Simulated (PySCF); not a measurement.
Compound: C3H5Cl3OSi.
Geometry (GFN2-xTB, Å), atoms numbered from 1 in this order:
```
atom  x, y, z in Å
O1     0.7438   -1.7371   -1.0699
C2     0.5628   -0.6709   -0.5383
Si3    1.9408    0.0880    0.5756
C4    -0.7504    0.0835   -0.7966
C5    -1.5953    0.1900    0.4518
Cl6   -0.8432    1.2695    1.6437
Cl7   -1.8040   -1.4117    1.2014
Cl8   -3.2079    0.8472    0.0616
H9     1.9039    1.5400    0.4179
H10    3.1821   -0.4739    0.0522
H11    1.7007   -0.3501    1.9455
H12   -1.3185   -0.4598   -1.5574
H13   -0.5191    1.0859   -1.1624
```

Method used: TDDFT B3LYP/def2-SVPD, vertical, gas phase, core orbitals frozen in the response (PySCF).

Ground-to-excited transition dipoles (e·a0, same axes as the geometry; the sign carries no meaning), for the states with f of 0.002 or more among the lowest 8:

```
state  E (hartree)      μx      μy      μz
   S4       0.2104  -0.238  -0.132  -0.060
   S5       0.2144  -0.431   0.129   0.175
   S6       0.2203   0.058  -0.111   0.005
   S7       0.2223  -0.073  -0.039   0.086
   S8       0.2325   0.157  -0.103   0.023
```

Question: What oscillator strength does each state have?

Answer: f = (2/3) ΔE |μ|² with ΔE in hartree (27.2114 eV).

| state | \|μ\|² (au) | \|μ\| (D) | f |
| --- | --- | --- | --- |
| S4 | 0.078 | 0.71 | 0.011 |
| S5 | 0.233 | 1.23 | 0.033 |
| S6 | 0.016 | 0.32 | 0.002 |
| S7 | 0.014 | 0.30 | 0.002 |
| S8 | 0.036 | 0.48 | 0.006 |

Question: What angle do the transition dipoles of S4 and S5 make?

Answer: |cos θ| = |μa·μb| / (|μa| |μb|) = 0.56, so θ ≈ 56° (taken between 0 and 90°, since the signs are arbitrary).

Question: What peak molar absorption coefficient would the strongest computed level give as a lone Gaussian band 0.3 eV wide at half height?

Answer: ε(max) = 2.175×10⁸ f / FWHM, with the width in cm⁻¹. S5: 2.175×10⁸ × 0.0333 / 2420 ≈ 3000 L mol⁻¹ cm⁻¹.

One conformer stands for the species.
